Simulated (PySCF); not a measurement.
C₄H₅, SMILES C(=C)[C]=C, multiplicity 2. Geometry optimised at PBE-D3(BJ)/def2-SVP. The isomer is the one that the SMILES or the coordinates give; other isomers of the formula were not compared. The values are those of a single conformer.

The numbers are results of PBE-D3(BJ)/def2-SVP (PySCF 2.14.0), not measurements.

Harmonic wavenumbers (cm⁻¹): 203, 204, 466, 511, 550, 717, 825, 887, 897, 917, 1048, 1181, 1310, 1377, 1445, 1897, 3005, 3048, 3075, 3093, 3206. Rotational constants (GHz): 41.64, 4.317, 4.022; symmetry number 1.

Question: Work out the zero-point energy and the ideal-gas rigid-rotor harmonic-oscillator thermochemistry at 298.15 K and 1 atm.

Answer: ZPE = ½ Σ hcν = ½ × 29865 cm⁻¹ = 178.63 kJ/mol. H − E(el) = 194.27 kJ/mol. Entropy in J/(mol K): translation 158.28, rotation 98.79, vibration 30.12, spin 5.76, total 292.96. G − E(el) = 106.92 kJ/mol. Cp = 80.02 J/(mol K).
